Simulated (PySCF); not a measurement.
Exercise with solution: entropy of an ideal gas

NbOCl₃, SMILES [O]=[Nb]([Cl])([Cl])[Cl], multiplicity 1.

The structure is a stationary point at B3LYP-D3(BJ)/def2-SVP. The spin state was assumed, not searched. The isomer is the one that the SMILES or the coordinates give; other isomers of the formula were not compared. The def2 effective core potentials stand for the cores of Nb; spin–orbit coupling is left out.

B3LYP-D3(BJ)/def2-SVP run with PySCF gives the harmonic wavenumbers 105, 105, 129, 219, 219, 390, 442, 442, 1046 cm⁻¹ and the rotational temperatures 0.0711, 0.0711, 0.0478 K. The molar mass is 215.26 g/mol, the symmetry number 3, the spin multiplicity 1.

Work out the entropy at 298.15 K and 1 atm in the rigid-rotor, harmonic-oscillator model.


Translation (Sackur–Tetrode at 1 atm): S = R[1.5 ln M + 2.5 ln T − 1.16487] = 175.7 J/(mol K).
Rotation: q = (√π/σ) T^1.5/√(θA θB θC) = 196000, S = R[ln q + 3/2] = 113.8 J/(mol K).
Vibration: with u = 1.4388 ν/T, each mode gives R[u/(e^u − 1) − ln(1 − e^−u)]:
```csv
ν (cm⁻¹),modes,u,S (J/(mol K))
105,2,0.51,28.11
129,1,0.62,12.39
219,2,1.06,16.46
390,1,1.88,4.18
442,2,2.13,6.86
1046,1,5.05,0.32
```
These are all the modes. Sum 68.3 J/(mol K).
Spin: R ln 1 = 0.0 J/(mol K).
Total 357.9 J/(mol K); the program's own thermochemistry gives 357.8. Translation makes up 49 % and vibration 19 %. Anharmonicity, hindered rotation and orbital degeneracy are left out.
